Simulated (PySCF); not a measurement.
## W⁴⁷⁺: ionisation energy

W⁴⁷⁺ [Ar] 3d9 (2D) → W⁴⁸⁺ [Ar] 3d8 (3F), as a difference of total energies. Calculation: PySCF 2.14, in an even-tempered Gaussian basis (18 s from 10 bohr⁻², ratio 2.5; 13 p from 13 bohr⁻², ratio 2.5; 8 d from 13 bohr⁻², ratio 2.5; 4 f from 56 bohr⁻², ratio 2.7; 3 g from 84 bohr⁻², ratio 2.7); the spin-free X2C one-electron Hamiltonian (Gaussian nucleus). Correlated levels: outer shells: [Ne] frozen; virtual orbitals above 40 to 60 times the deepest correlated orbital energy dropped. The calculations carry no spin-orbit coupling.

```csv
method,ionisation energy (eV)
UHF,4200.8
LDA,4200.9
PBE,4199.6
PBE0,4200.5
r2SCAN,4199.3
M06,4202.9
B3LYP,4200.4
MP2 (outer shells),4202.6
SCS-MP2 (outer shells),4202.3
```

Spin-orbit coupling is strong in these open shells (close to jj coupling). The scalar numbers leave it out and a first-order estimate fails, so it can dominate the gap to the real levels.

Breit and QED terms and the two-electron picture change are absent.

For comparison: 4180 ± 4 eV (semi-empirical (NIST evaluation); NIST Atomic Spectra Database, ionization energies).
